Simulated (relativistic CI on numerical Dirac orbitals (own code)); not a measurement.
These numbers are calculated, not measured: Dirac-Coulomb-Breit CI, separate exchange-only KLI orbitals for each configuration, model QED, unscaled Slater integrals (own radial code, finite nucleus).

The strongest absorption lines from the ground level of an ion, among the configurations computed and to levels below about 1620 eV (vacuum wavelength in Å, gf): 8.3578 (0.35), 8.4075 (0.73), 8.4280 (0.21), 8.5014 (0.58), 8.5175 (0.22), 8.5484 (0.3), 32.027 (1.7), 33.990 (0.62).

**Question.** Which ion is it?
A. Er XLI
B. Er XLIII
C. Er XLV
D. Nd XXXV

**Answer.** B. Er XLIII has 26 electrons and the ground level 3s2 3p6 3d8 3F_4; the strongest line goes to 3s2 3p5 3d9 3D°_3. The pattern of lines fixes the number of electrons, and along that sequence the line energies rise steadily with the charge (about as its square where n changes within one kind of shell, about linearly where n is kept but much faster in heavy ions where fine structure, which grows about as Z⁴, sets the gap, and irregularly where shells cross), which fixes Z. Configurations outside the model, such as inner-shell arrays, can give stronger lines. At this charge energies of transitions that change n are usually good to better than 1 %, and those within a shell (Δn = 0) to a few per cent.

LS names give the leading component of a level, which can be under half, so a name can repeat, a term be missing and a line seem to break the LS rules.
